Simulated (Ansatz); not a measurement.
Ansatz (an electronic-structure program) input (B3LYP-D3(BJ)/def2-TZVP):

Ansatz 0.2 input:
```yaml
crystal:
  periodic: [false, false, false]
  atoms:
    - {symbol: Si, position_ang: [-0.09489363, -0.05052051, -0.76750396]}
    - {symbol: N, position_ang: [-1.32216176, 0.29187984, 0.34970108]}
    - {symbol: Si, position_ang: [-3.03601363, -0.23392946, 0.29554125]}
    - {symbol: O, position_ang: [1.36357079, 0.04579695, 0.30629281]}
    - {symbol: Si, position_ang: [3.08559659, 0.12281582, -0.04201121]}
    - {symbol: H, position_ang: [-0.09255266, -1.44662169, -1.14818321]}
    - {symbol: H, position_ang: [0.30035794, 0.92960983, -1.76189704]}
    - {symbol: H, position_ang: [-1.21603900, 1.14652548, 0.88032655]}
    - {symbol: H, position_ang: [-3.67864018, 0.51073961, -0.78233850]}
    - {symbol: H, position_ang: [-2.94258953, -1.66175716, 0.02187222]}
    - {symbol: H, position_ang: [-3.51485770, 0.10587648, 1.63050337]}
    - {symbol: H, position_ang: [3.57289120, 0.53772266, 1.26485827]}
    - {symbol: H, position_ang: [3.10836693, 1.12353067, -1.09306792]}
    - {symbol: H, position_ang: [3.40323740, -1.23615424, -0.44944438]}
    - {symbol: H, position_ang: [1.12178525, -0.14368456, 1.22116032]}
basis:
  gaussian:
    orbitals: def2-TZVP
hamiltonian:
  xc: b3lyp
  dispersion: d3bj
total_charge: 1
relax: {f_tol: 0.002, max_steps: 150}
```

End of the output:

```
mean field: 1.20 GiB planned
mean field -27332.96307606 eV, -1004.4678660973 hartree, gradient 7.8e-5 eV, S^2 0.000000; 0 other end points of the search recorded, 0 dependent functions left out
the calculation of the forces begins
reference -27332.96344282 eV, -1004.4678795756 hartree; 33, 33 occupied and 200, 200 virtual orbitals, 1529 factors
relax step  42: F+E_penalty+E_count = -27333.60818106 eV  Δ(F+E_penalty+E_count) = -7.861e-7 eV  max|allowed force component| = 9.500e-4 eV/Å  Δτ_max = 0.0016 Å  (20 SCF iters, accepted)
integrals: 0.19 GiB planned
1529 factors; their error is unknown
0.29 GiB of the device are held for the grids
1.39 GiB of device memory are held for the factors and their scratch space
mean field: 1.20 GiB planned
mean field -27332.96307606 eV, -1004.4678660973 hartree, gradient 7.8e-5 eV, S^2 0.000000; 1 other end points of the search recorded, 0 dependent functions left out
the calculation of the forces begins
reference -27332.96344282 eV, -1004.4678795756 hartree; 33, 33 occupied and 200, 200 virtual orbitals, 1529 factors
Total energy: -27333.60854783 eV, -1004.4915867473 hartree
Atom 0 at    -0.078103     0.573136    -0.892882 Å, force    -0.000152    -0.000193    -0.000269 eV/Å
Atom 1 at    -1.500491     0.752138    -0.023493 Å, force     0.000135     0.000354    -0.000130 eV/Å
Atom 2 at    -2.692960    -0.501375     0.385003 Å, force    -0.000195    -0.000509     0.000214 eV/Å
Atom 3 at     1.199031     0.191533     0.360290 Å, force    -0.000950     0.000181    -0.000106 eV/Å
Atom 4 at     2.879886    -0.338164     0.137408 Å, force     0.000718     0.000137    -0.000151 eV/Å
Atom 5 at     0.012837    -0.636080    -1.713122 Å, force    -0.000033     0.000027     0.000095 eV/Å
Atom 6 at     0.451101     1.805722    -1.482719 Å, force     0.000071    -0.000032     0.000058 eV/Å
Atom 7 at    -1.775546     1.703785     0.193679 Å, force    -0.000039     0.000028    -0.000002 eV/Å
Atom 8 at    -3.951234    -0.242808    -0.334712 Å, force    -0.000003     0.000244    -0.000004 eV/Å
Atom 9 at    -2.050813    -1.756834    -0.054192 Å, force    -0.000005     0.000108    -0.000143 eV/Å
Atom 10 at    -2.900511    -0.493646     1.845073 Å, force     0.000025    -0.000083     0.000037 eV/Å
Atom 11 at     3.673364     0.619065     0.916038 Å, force    -0.000088    -0.000007     0.000168 eV/Å
Atom 12 at     3.006699    -0.211479    -1.318879 Å, force     0.000083    -0.000144    -0.000120 eV/Å
Atom 13 at     2.917795    -1.715383     0.641427 Å, force     0.000012    -0.000052     0.000140 eV/Å
Atom 14 at     0.867004     0.292218     1.266889 Å, force     0.000421    -0.000059     0.000213 eV/Å
Dipole moment:     0.658135     0.198754     0.205464 e Å
```

It need not be the lowest isomer of its formula.
